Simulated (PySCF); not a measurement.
# Arsenic: a sound run and one with changed settings

Sound run: As [Ar] 3d10 4s2 4p3, As⁺ [Ar] 3d10 4s2 4p2. Computed with PySCF 2.14 in cc-pVDZ-DK (5s4p2d, 27 functions), with scalar relativity by spin-free X2C-1e. In the sound run the correlated levels freeze [Ar] 3d10. The sound run starts from symmetry-adapted Hartree-Fock orbitals and uses a fine grid where one is needed.

Changed run: a valence shell is frozen. This setting is unsound on purpose.

```tsv
species	method	sound run (hartree)	changed run (hartree)	converged
As	MP2	-2258.97105	-2258.92907	yes
As	CCSD(T)	-2258.98623	-2258.93327	yes
As⁺	MP2	-2258.61262	-2258.57474	yes
As⁺	CCSD(T)	-2258.62952	-2258.57654	yes
```

Ionisation energy of As:

```tsv
method	sound run (eV)	changed run (eV)
UHF	9.425	9.425
MP2	9.753	9.642
SCS-MP2	9.636	9.497
CCSD	9.704	9.707
CCSD(T)	9.707	9.707
```

Freezing a valence shell removes pair correlation that changes on ionisation.

For comparison, NIST gives 9.789 eV between the lowest levels.
